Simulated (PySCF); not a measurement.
BiH₃OTe₂, SMILES [TeH][Bi]([TeH])[OH].

The structure is a stationary point at PBE0-D3(BJ)/def2-SVP. The structure was generated by enumeration; whether it is a known compound was not checked. The def2 effective core potentials stand for the cores of Bi, Te; spin–orbit coupling is left out. The values are those of a single conformer.

These are IEF-PCM-B3LYP/def2-SVP run with PySCF values and carry that method's errors.

The values are the electrostatic part of the solvation free energy, E(continuum) − E(gas) at the gas-phase geometry, in a cavity of scaled van der Waals radii (PySCF's table); cavitation and dispersion terms are not included. A continuum can't describe solvent molecules that bind to the metal. In vacuum the orbital gap is 3.99 eV. The dipole moment in vacuum is 1.27 D.

**Question.** Estimate the values in water (ε = 78.36), diethylether (ε = 4.24), acetonitrile (ε = 35.69). (The exact figures need the calculation; the answer reports its results.)

**Answer.** 
| solvent | ε | ΔG(elec) (kcal/mol) | dipole (D) | gap (eV) |
|---|---|---|---|---|
| water | 78.36 | -7.4 | 2.02 | 4.18 |
| diethylether | 4.24 | -4.9 | 1.74 | 4.12 |
| acetonitrile | 35.69 | -7.2 | 2.00 | 4.17 |
